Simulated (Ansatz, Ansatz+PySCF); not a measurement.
```xyz
6

C    -0.0420    0.5155   -0.5569
C     0.0420   -0.5155    0.5569
O    -1.0922    0.9647   -0.9227
O     1.0922   -0.9647    0.9227
H     0.9476    0.8063   -0.9905
H    -0.9476   -0.8063    0.9905
```

Basis set: def2-SVP (spherical functions). Frozen core: 4 orbitals. Charge 0, multiplicity 3.

Computed with Ansatz (development build ahead of 0.2.0); each method stands on the lowest determinant of its kind that the runs found.

Question: Give the atomization energy at this shape (free ground-state atoms in the same class of orbitals less the molecule, no zero-point energy) of triplet C₂H₂O₂ by UHF-MP2, UHF.

Answer:

| method | atomization energy |
| --- | --- |
| UHF-MP2 | 23.41 eV |
| UHF | 16.48 eV |

Caution: another spin multiplicity may lie lower; the determinant breaks the point group; the unrestricted determinant is spin contaminated. Caution for UHF-MP2: MP2 forces lie far from those of the mean fields.
